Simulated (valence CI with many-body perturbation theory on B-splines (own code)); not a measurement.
**Level structure of Mn XX**

Computed by relativistic CI+MBPT: four valence electrons over a frozen Dirac-Fock core [He], a basis of 11 s, 11 p, 10 d, 8 f, 5 g, 2 h functions for each j, with the one-electron correlation potential Σ1 (screened to all orders), the two-electron term Σ2, the three-electron term Σ3, Breit, model QED; selected single and double excitations, second order for the rest, scaled by the run's own slope (own B-spline code, finite nucleus).

No measured levels were compared; by estimate levels of excited configurations hold to 0.05 to 0.15 % of their energy, terms of the ground configuration to about 0.5 %. Among the levels kept, up to 1000 cm⁻¹ of a level comes from second order outside the variational space, and about a tenth of that is noise between levels of different J, which matters for small intervals.

Levels 91 to 135 of 193, with energies above the lowest level, 2s²2p² ³P_0. "Leading %" is the weight of the configuration and term that name the level; weights of strongly mixed levels are sums over their largest components and can fall short. In the jj column 3d3/2^4 stands for four electrons in 3d with j = 3/2. Lifetimes count E1, E2, E3, M1 and M2 decay at the calculated energies, and are blank where another channel may lead or the interval is too uncertain; long ones can be off by a factor of two.

```csv
No.,Configuration,Term,J,E (Ry),Leading %,Lifetime,Leading jj,Second component
91,2s2p²3d,⁵P,1,71.931,91,45.1 fs,2s 2p1/2 2p3/2 3d3/2 (47 %),5 % 2s2p²3d ⁵D
92,2s2p²3p,³F°,3,71.964,94,3.33 ps,2s 2p1/2 2p3/2 3p3/2 (41 %),
93,2s2p²3d,³F,3,71.987,86,130 fs,2s 2p1/2 2p3/2 3d5/2 (45 %),8 % 2s2p²3d ⁵D
94,2s2p²3p,³D°,1,72.048,71,396 fs,2s 2p1/2 2p3/2 3p1/2 (70 %),18 % 2s2p²3p ¹P°
95,2s2p²3p,¹D°,2,72.071,53,240 fs,2s 2p1/2 2p3/2 3p3/2 (45 %),30 % 2s2p²3p ³F°
96,2s2p²3d,³P,0,72.130,92,129 fs,2s 2p3/2^2 3d5/2 (58 %),5 % 2s2p²3d ⁵D
97,2s2p²3p,³F°,4,72.146,95,112 ps,2s 2p3/2^2 3p3/2 (52 %),
98,2s2p²3s,³S,1,72.158,48,441 fs,2s 2p3/2^2 3s (70 %),43 % 2s2p²3s ³P
99,2s2p²3p,¹F°,3,72.222,88,180 fs,2s 2p1/2 2p3/2 3p3/2 (52 %),8 % 2s2p²3p ³D°
100,2s2p²3p,³D°,2,72.230,89,1.23 ps,2s 2p1/2 2p3/2 3p3/2 (36 %),7 % 2s2p²3p ³P°
101,2s2p²3s,³P,2,72.293,91,512 fs,2s 2p3/2^2 3s (73 %),
102,2s2p²3p,³D°,3,72.349,91,1.04 ps,2s 2p1/2 2p3/2 3p3/2 (44 %),6 % 2s2p²3p ¹F°
103,2s2p²3d,³F,4,72.358,88,129 fs,2s 2p3/2^2 3d5/2 (43 %),6 % 2s2p²3d ⁵D
104,2s2p²3p,¹P°,1,72.361,63,203 fs,2s 2p1/2 2p3/2 3p3/2 (61 %),24 % 2s2p²3p ³D°
105,2s2p²3s,¹P,1,72.437,78,236 fs,2s 2p3/2^2 3s (68 %),12 % 2s2p²3s ³P
106,2s2p²3p,³P°,0,72.463,83,1.79 ps,2s 2p1/2 2p3/2 3p3/2 (72 %),16 % 2s2p²3p ¹S°
107,2s2p²3s,¹S,0,72.505,74,681 fs,2s 2p3/2^2 3s (84 %),21 % 2s2p²3s ³P
108,2s2p²3p,³P°,1,72.541,86,860 fs,2s 2p1/2 2p3/2 3p3/2 (65 %),8 % 2s2p²3p ¹P°
109,2s2p²3d,³D,1,72.597,87,90.9 fs,2s 2p1/2 2p3/2 3d5/2 (65 %),8 % 2s2p²3d ³P
110,2s2p²3d,³D,2,72.639,82,92.1 fs,2s 2p1/2 2p3/2 3d5/2 (47 %),6 % 2s2p²3d ³P
111,2s2p²3p,³P°,2,72.675,82,616 fs,2s 2p3/2^2 3p3/2 (56 %),7 % 2s2p²3p ¹D°
112,2s2p²3d,³D,3,72.696,90,78.7 fs,2s 2p1/2 2p3/2 3d3/2 (37 %),4 % 2s2p²3d ³F
113,2s2p²3p,³P°,0,72.822,78,864 fs,2s 2p1/2 2p3/2 3p1/2 (42 %),18 % 2s2p²3p ¹S°
114,2s2p²3p,³D°,1,73.062,55,539 fs,2s 2p1/2 2p3/2 3p1/2 (50 %),19 % 2s2p²3p ¹P°
115,2s2p²3p,³D°,2,73.235,48,1.15 ps,2s 2p1/2 2p3/2 3p3/2 (44 %),39 % 2s2p²3p ³P°
116,2s2p²3p,³P°,1,73.271,71,518 fs,2s 2p1/2 2p3/2 3p3/2 (44 %),10 % 2s2p²3p ¹P°
117,2s2p²3d,³G,3,73.651,88,5.37 ps,2s 2p1/2 2p3/2 3d3/2 (79 %),9 % 2s2p²3d ¹F
118,2s2p²3d,³G,4,73.736,88,714 fs,2s 2p1/2 2p3/2 3d5/2 (54 %),11 % 2s2p²3d ³F
119,2s2p²3p,¹S°,0,73.749,60,3.01 ps,2s 2p3/2^2 3p3/2 (46 %),39 % 2s2p²3p ³P°
120,2s2p²3d,³F,2,73.833,92,57.0 fs,2s 2p1/2 2p3/2 3d3/2 (62 %),
121,2s2p²3d,³G,5,73.849,96,230 ps,2s 2p3/2^2 3d5/2 (52 %),
122,2s2p²3d,³F,3,73.887,75,62.4 fs,2s 2p1/2 2p3/2 3d5/2 (66 %),18 % 2s2p²3d ¹F
123,2s2p²3d,³D,1,73.940,95,54.7 fs,2s 2p1/2 2p3/2 3d3/2 (51 %),
124,2s2p²3d,³F,4,73.941,82,60.4 fs,2s 2p1/2 2p3/2 3d5/2 (57 %),9 % 2s2p²3d ¹G
125,2s2p²3p,¹P°,1,73.982,45,278 fs,2s 2p3/2^2 3p1/2 (64 %),32 % 2s2p²3p ³D°
126,2s2p²3d,³D,2,73.991,94,55.1 fs,2s 2p1/2 2p3/2 3d5/2 (40 %),
127,2s2p²3d,³D,3,74.032,73,62.8 fs,2s 2p3/2^2 3d3/2 (31 %),13 % 2s2p²3d ¹F
128,2s2p²3p,³D°,3,74.034,90,644 fs,2s 2p3/2^2 3p3/2 (68 %),
129,2s2p²3p,³P°,2,74.041,60,1.77 ps,2s 2p3/2^2 3p3/2 (68 %),33 % 2s2p²3p ³D°
130,2s2p²3p,³S°,1,74.113,55,311 fs,2s 2p3/2^2 3p1/2 (54 %),24 % 2s2p²3p ³P°
131,2s2p²3p,³P°,2,74.133,73,586 fs,2s 2p3/2^2 3p1/2 (38 %),10 % 2s2p²3p ³D°
132,2s2p²3p,³P°,0,74.160,93,2.34 ps,2s 2p3/2^2 3p1/2 (49 %),4 % 2s2p²3p ¹S°
133,2s2p²3d,¹F,3,74.194,52,99.5 fs,2s 2p3/2^2 3d5/2 (51 %),27 % 2s2p²3d ³D
134,2s2p²3p,³P°,1,74.228,59,499 fs,2s 2p3/2^2 3p3/2 (63 %),19 % 2s2p²3p ¹P°
135,2s2p²3d,³P,0,74.256,98,66.3 fs,2s 2p1/2 2p3/2 3d3/2 (50 %),
```

Names give the largest LS component (configuration and term), which can be under half, so a name can repeat, a term be missing and a line seem to break the LS rules; names also repeat where a configuration has a term twice.
